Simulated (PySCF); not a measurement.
# ZnSe at PBE0

Level: PBE0. basis Zn cc-pVTZ-PP with ECP10, Se cc-pVTZ-PP with ECP10; scalar-relativistic core potentials; PySCF 2.14.

```
state                                            : ¹Σ⁺ (singlet), closed shell
bond length                                      : 216.3 pm
harmonic wavenumber                              : 333 cm⁻¹
force constant                                   : 2.31 mdyn/Å
rotational constant Be                           : 0.1014 cm⁻¹
anharmonicity ωexe                               : 1.16 cm⁻¹
vibration–rotation constant αe                   : 0.000444 cm⁻¹
well depth De to Zn + Se                         : 26.7 kcal/mol
dissociation energy D0                           : 26.2 kcal/mol
HOMO–LUMO gap                                    : 2.20 eV
bond order (Mayer)                               : 1.84
dipole moment (positive dipole means Zn(−)Se(+)) : -4.96 D
```
